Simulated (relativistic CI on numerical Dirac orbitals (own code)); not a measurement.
# Sb13+: computed level list

These numbers are calculated, not measured: Dirac-Coulomb-Breit CI, KLI orbitals optimised for each configuration, model QED, unscaled Slater integrals (own radial code, finite nucleus).

CI space (outside the closed core [Ar] 3d10): 4s²4p⁶4d², 4s²4p⁵4d³, 4s²4p⁶4d4f, 4s4p⁶4d³, 4s²4p⁶4d5s, 4s²4p⁵4d²4f, 4s²4p⁶4d5p, 4s²4p⁶4f5s, 4s4p⁶4d²4f, 4s²4p⁶4d5d, 4s²4p⁶5s5p, 4s²4p⁵4d²5s, 4s²4p⁶4d5f, 4s²4p⁶4d6s, 4s²4p⁶4d6p, 4s²4p⁶4d5g, 4s²4p⁵4d²5p, 4s²4p⁶4d6d, 4s²4p⁶4d6f, 4s²4p⁶4d7s, 4s²4p⁵4d²5d, 4s4p⁶4d²5s, 4s²4p⁶4f², 4s²4p⁵4f³, 4p⁶4d⁴, 4p⁵4d⁵, 4p⁵4d⁴4f, 4s²4p⁶5s², 4s²4p⁵4f5s², 4s²4p⁶4f5p, 4s²4p⁵4f²5p, 4s²4p⁶5p², 4s²4p⁵4f5p². Double excitations out of closed p, d and f shells are left out; levels of such configurations are missing from the list, as are those of other unlisted configurations, and high levels can miss mixing partners. These lack a partner that the ground configuration has and come out too high: 4s4p⁶4d²4f, 4s²4p⁵4d²5s, 4s²4p⁵4d²5d, 4s4p⁶4d²5s, 4s²4p⁵4d²5p.

The lowest level is 4s²4p⁶4d² ³F2, with 91 % of that term; Hund's rules for 4s²4p⁶4d² give ³F with J = 2, in agreement.

```csv
No.,Configuration,Term,J,E (cm⁻¹),%,Next component (%),jj configuration (%)
1,4s²4p⁶4d²,³F,2,0,91,7 ¹D,4d3/2^2 (88)
2,4s²4p⁶4d²,³F,3,11171,99,1 4s²4p⁵4d²4f ³F,4d3/2 4d5/2 (99)
3,4s²4p⁶4d²,³F,4,21236,92,6 ¹G,4d5/2^2 (56)
4,4s²4p⁶4d²,³P,0,26264,94,4 ¹S,4d3/2^2 (77)
5,4s²4p⁶4d²,¹D,2,29032,48,45 ³P,4d3/2 4d5/2 (87)
6,4s²4p⁶4d²,³P,1,32054,98,1 4s²4p⁵4d²4f ³P,4d3/2 4d5/2 (98)
7,4s²4p⁶4d²,¹G,4,45173,92,6 ³F,4d3/2 4d5/2 (56)
8,4s²4p⁶4d²,³P,2,45358,53,43 ¹D,4d5/2^2 (96)
9,4s²4p⁶4d²,¹S,0,98666,95,4 ³P,4d5/2^2 (77)
10,4s²4p⁵4d³,⁵D°,2,562888,48,39 ⁵F°,4p3/2^3 4d3/2^3 (43)
11,4s²4p⁵4d³,⁵D°,1,564622,67,25 ⁵F°,4p3/2^3 4d3/2^3 (49)
12,4s²4p⁵4d³,⁵F°,3,564751,45,43 ⁵D°,4p3/2^3 4d3/2^2 4d5/2 (76)
13,4s²4p⁵4d³,⁵D°,0,567835,97,3 ³P°,4p3/2^3 4d3/2^2 4d5/2 (48)
14,4s²4p⁵4d³,⁵S°,2,567879,85,8 ⁵P°,4p3/2^3 4d3/2^2 4d5/2 (48)
15,4s²4p⁵4d³,⁵F°,4,569330,47,39 ⁵D°,4p3/2^3 4d3/2 4d5/2^2 (58)
16,4s²4p⁵4d³,⁵F°,5,579352,55,41 ⁵G°,4p3/2^3 4d3/2 4d5/2^2 (58)
17,4s²4p⁵4d³,⁵D°,2,583144,33,26 ³F°,4p3/2^3 4d3/2^2 4d5/2 (62)
18,4s²4p⁵4d³,⁵D°,4,583712,46,24 ⁵G°,4p3/2^3 4d3/2^2 4d5/2 (57)
19,4s²4p⁵4d³,⁵F°,1,583900,43,28 ⁵D°,4p3/2^3 4d3/2^2 4d5/2 (66)
20,4s²4p⁵4d³,⁵D°,3,584081,35,20 ³F°,4p3/2^3 4d3/2^3 (32)
21,4s²4p⁵4d³,⁵G°,6,589878,89,10 ³H°,4p3/2^3 4d3/2 4d5/2^2 (50)
22,4s²4p⁵4d³,³G°,3,596115,66,13 ³F°,4p3/2^3 4d3/2^2 4d5/2 (59)
23,4s²4p⁵4d³,³P°,2,599440,32,28 ³F°,4p3/2^3 4d3/2 4d5/2^2 (69)
24,4s²4p⁵4d³,³G°,4,600114,59,12 ³F°,4p3/2^3 4d3/2^2 4d5/2 (52)
25,4s²4p⁵4d³,⁵F°,5,602744,32,31 ⁵G°,4p3/2^3 4d3/2 4d5/2^2 (44)
26,4s²4p⁵4d³,³F°,2,604498,30,23 ³P°,4p3/2^3 4d3/2 4d5/2^2 (52)
27,4s²4p⁵4d³,³F°,3,608024,32,25 ³D°,4p3/2^3 4d3/2^2 4d5/2 (50)
28,4s²4p⁵4d³,³P°,1,608556,58,15 ³D°,4p3/2^3 4d3/2 4d5/2^2 (40)
29,4s²4p⁵4d³,¹G°,4,610045,31,24 ³F°,4p3/2^3 4d3/2 4d5/2^2 (44)
30,4s²4p⁵4d³,³G°,5,612577,53,24 ³H°,4p3/2^3 4d3/2 4d5/2^2 (49)
31,4s²4p⁵4d³,³D°,3,612860,61,11 ¹F°,4p3/2^3 4d3/2 4d5/2^2 (50)
32,4s²4p⁵4d³,³G°,4,613843,34,23 ⁵G°,4p3/2^3 4d3/2^2 4d5/2 (51)
33,4s²4p⁵4d³,³H°,6,615518,55,26 ³I°,4p3/2^3 4d3/2^2 4d5/2 (63)
34,4s²4p⁵4d³,³D°,3,616611,51,14 ³F°,4p3/2^3 4d3/2 4d5/2^2 (59)
35,4s²4p⁵4d³,³D°,2,619181,55,17 ¹D°,4p3/2^3 4d3/2^2 4d5/2 (60)
36,4s²4p⁵4d³,³P°,0,619893,60,29 ¹S°,4p3/2^3 4d3/2^3 (52)
37,4s²4p⁵4d³,³G°,3,620142,42,21 ⁵G°,4p3/2^3 4d3/2^2 4d5/2 (38)
38,4s²4p⁵4d³,³G°,4,623282,40,19 4s²4p⁶4d4f ³G°,4p3/2^3 4d3/2 4d5/2^2 (57)
39,4s²4p⁵4d³,³H°,5,623381,45,25 ³G°,4p3/2^3 4d3/2 4d5/2^2 (68)
40,4s²4p⁵4d³,³I°,7,624332,100,,4p3/2^3 4d3/2 4d5/2^2 (100)
41,4s²4p⁵4d³,³P°,0,625106,81,14 ¹S°,4p3/2^3 4d5/2^3 (64)
42,4s²4p⁵4d³,³F°,4,628414,84,5 ¹G°,4p3/2^3 4d3/2 4d5/2^2 (63)
43,4s²4p⁵4d³,³D°,1,628669,35,21 ³P°,4p3/2^3 4d3/2 4d5/2^2 (42)
44,4s²4p⁵4d³,⁵G°,2,628932,38,19 ³D°,4p3/2^3 4d3/2^2 4d5/2 (36)
45,4s²4p⁵4d³,³P°,1,631242,39,20 ⁵D°,4p3/2^3 4d3/2^2 4d5/2 (60)
```

Energies count from the lowest computed level; ° marks odd parity. Filled j subshells are mostly left out of the jj labels.

The mean weight of the leading LS term, summed over parents, in these 45 levels is 59 %, and that of the leading jj configuration (from the same eigenvectors) 60 %.

At this charge energies of transitions that change n are usually good to better than 1 %, and those within a shell (Δn = 0) to a few per cent. Terms inside the open d or f shell come out 10 to 20 % too wide with unscaled integrals. Levels and lines within the n = 5 or 6 shells can be off by up to 10 % or somewhat more, and those that change n by about 2 %, since core polarisation is missing.

Landé's interval rule says that E(J) − E(J−1) = AJ with one A. For the ground term the intervals give A = 3723.6, 2516.3 cm⁻¹ for J = 3, 4; the multiplet is regular.

LS names give the leading component of a level, which can be under half, so a name can repeat, a term be missing and a line seem to break the LS rules.
